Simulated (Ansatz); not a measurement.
```yaml
crystal:
  periodic: [false, false, false]
  atoms:
    - {symbol: O, position_ang: [-3.395625, 2.152299, 0.541436]}
    - {symbol: Ge, position_ang: [-0.656908, 0.815654, -1.166874]}
    - {symbol: Si, position_ang: [1.940050, -1.864151, 1.723338]}
    - {symbol: Cl, position_ang: [-2.120538, -1.384498, -4.528310]}
    - {symbol: Cl, position_ang: [1.594521, 4.050997, -2.824133]}
    - {symbol: H, position_ang: [-4.505129, 3.255870, -0.550840]}
    - {symbol: H, position_ang: [4.182501, -2.902059, 0.131550]}
    - {symbol: H, position_ang: [0.240223, -4.048793, 2.714467]}
    - {symbol: H, position_ang: [2.896506, -0.166988, 3.925436]}
basis:
  gaussian: {orbitals: cc-pVDZ}
magnetization: {spin_polarized: true, initial_magnetization: 2}
hamiltonian: {xc: {name: B3LYP5}}
output: {forces: true}
```

```sh
$ ansatz run in.yaml --threads 4 --pin off --events-out ev --progress --plain --max-ram 10444MiB
```

It prints (some lines left out):

```
Functional definition: B3LYP5
  name "B3LYP5"
  cite "Stephens, Devlin, Chabalowski & Frisch, J. Phys. Chem. 98, 11623 (1994) doi:10.1021/j100096a001"
  cite "Becke, Phys. Rev. A 38, 3098 (1988) doi:10.1103/PhysRevA.38.3098"
  cite "Lee, Yang & Parr, Phys. Rev. B 37, 785 (1988) doi:10.1103/PhysRevB.37.785"
  cite "Vosko, Wilk & Nusair, Can. J. Phys. 58, 1200 (1980) doi:10.1139/p80-159"
  parameter a0 = 0.2
  parameter ax = 0.72
  parameter ac = 0.81
  exchange = (1 - a0 - ax)*slater_x + ax*b88_x + a0*exact_x
  correlation = (1 - ac)*vwn5_c + ac*lyp_c
1216 factors; integrals over basis functions are off by at most 1.0e-3 eV
mean field evaluation 1: about -91491.1375 eV, gradient 6.1e1 eV
mean field evaluation 2: about -90766.7131 eV, gradient 2.0e2 eV
mean field evaluation 4: about -91019.5510 eV, gradient 1.3e2 eV
mean field evaluation 8: about -91522.8293 eV, gradient 3.9e0 eV
mean field evaluation 16: about -91524.7300 eV, gradient 3.1e-1 eV
mean field evaluation 32: about -91524.9103 eV, gradient 1.2e-1 eV
mean field evaluation 96: about -91522.7653 eV, gradient 2.7e0 eV
mean field evaluation 160: about -91524.9050 eV, gradient 2.5e-1 eV
mean field evaluation 224: about -91524.6788 eV, gradient 9.7e-1 eV
mean field evaluation 256: about -91524.8860 eV, gradient 1.8e-1 eV
mean field -91524.91311899 eV, -3363.4785193087 hartree, gradient 4.2e-6 eV, S^2 5.000786; 12 other end points of the search recorded, 0 dependent functions left out
the calculation of the forces begins
reference -91524.91363337 eV, -3363.4785382117 hartree; 47, 45 occupied and 68, 70 virtual orbitals, 1216 factors
Total energy: -91524.91363337 eV, -3363.4785382117 hartree
Atom 0 at    -3.395625     2.152299     0.541436 Å, force    -0.891295     1.027754    -1.325767 eV/Å
Atom 1 at    -0.656908     0.815654    -1.166874 Å, force    -0.191658     0.239673    -0.346378 eV/Å
Atom 2 at     1.940050    -1.864151     1.723338 Å, force     0.417983    -0.447238     0.516498 eV/Å
Atom 3 at    -2.120538    -1.384498    -4.528310 Å, force     0.131455     0.223200     0.352331 eV/Å
Atom 4 at     1.594521     4.050997    -2.824133 Å, force    -0.238354    -0.317867     0.182674 eV/Å
Atom 5 at    -4.505129     3.255870    -0.550840 Å, force     1.218418    -1.193554     1.141243 eV/Å
Atom 6 at     4.182501    -2.902059     0.131550 Å, force    -0.608889     0.296200     0.386102 eV/Å
Atom 7 at     0.240223    -4.048793     2.714467 Å, force     0.443751     0.615748    -0.288077 eV/Å
Atom 8 at     2.896506    -0.166988     3.925436 Å, force    -0.281412    -0.443914    -0.618626 eV/Å
Dipole moment:    -0.597128     0.124925     0.904257 e Å
```

(1) What is wrong with this run?

Answers

(1) The coordinates are in bohr but typed as ångström. The calculation finished and met its thresholds. The result belongs to that input, not to the molecule as meant.

B3LYP here is the variant with VWN-RPA as its local correlation; programs differ in this.
